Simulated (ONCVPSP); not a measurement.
## What one change does to a pseudopotential (Bi, ONCV)

ONCVPSP 4.0.1 input, shortened (lines: element, Z, core and valence counts, functional; n l f; lmax; l rc ep ncon nbas qcut; lloc lpopt rc5 dvloc0; l nproj debl; icmod fcfact rcfact), LDA (Perdew-Wang 92), scalar-relativistic:

```
  Bi 83.00   13    2  -001012      upf
    1    0    2.00
    2    0    2.00
    2    1    6.00
    3    0    2.00
    3    1    6.00
    3    2   10.00
    4    0    2.00
    4    1    6.00
    4    2   10.00
    4    3   14.00
    5    0    2.00
    5    1    6.00
    5    2   10.00
    6    0    2.00
    6    1    2.00
    1
    0    1.65    0.00    4    7    3.80
    1    2.50    0.00    3    6    2.80
    4    1    1.55    6.00
    0    2    3.20
    1    2    2.10
    3    2.25    1.70
```

All-electron outer shells of the reference configuration (LDA (PZ), scalar-relativistic, ld1.x):

```tsv
shell	level (eV)	outermost node (bohr)	outermost maximum (bohr)
5p	-104.15	0.48	0.86
5d	-35.34	0.51	1.03
6s	-22.45	0.98	1.86
6p	-11.72	1.14	2.35
```

Change: s: rc 1.66.

Cutoffs: the cutoffs (Ha) at which the residual kinetic energy of the hardest occupied pseudo-wave falls to 1 and 0.1 mHa per electron; they do not see the model core or the augmentation charge, which bear on the density cutoff. Errors are all-electron minus pseudo energies relative to the spin-unpolarised reference configuration.

Predict the effect on cutoff, ghosts and configuration errors.

The potential gets neither clearly harder nor softer (36 Ha and 47 Ha → 34 Ha and 45 Ha); both files keep a bound ghost (s); the errors of the 4 common tests hardly move.

```csv
quantity,base,changed
"cutoff, loose",36 Ha,34 Ha
"cutoff, tight",47 Ha,45 Ha
loose cutoff by channel,"s 36 Ha, p 5.9 Ha","s 34 Ha, p 5.9 Ha"
bound ghosts,s,s
GHOST(+) flags under 300 eV,none,none
"error for 6s2 6p3, meV [ΔE -8.15 eV]",-38,-38
"error for 6s2 6p1, meV [ΔE 15.56 eV]",-85,-85
"error for 6s2 6p0, meV [ΔE 39.27 eV]",-419,-419
"error for 6s0 6p5, meV [ΔE 12.58 eV]",-58,-57
s: phases at 1.68 bohr within 0.05 rad from the reference energy up to (Ha; the scan ends near 5),to the end of the scan,to the end of the scan
p: phases at 2.54 bohr within 0.05 rad from the reference energy up to (Ha; the scan ends near 5),2.4,2.4
"rms error of d²Exc/dni dnj with the model core, mHa",3.25,3.26
```

 A true bound ghost makes a file unfit for plane-wave use even where its test errors are small: the radial tests pick states by their node count and pass the ghost by.
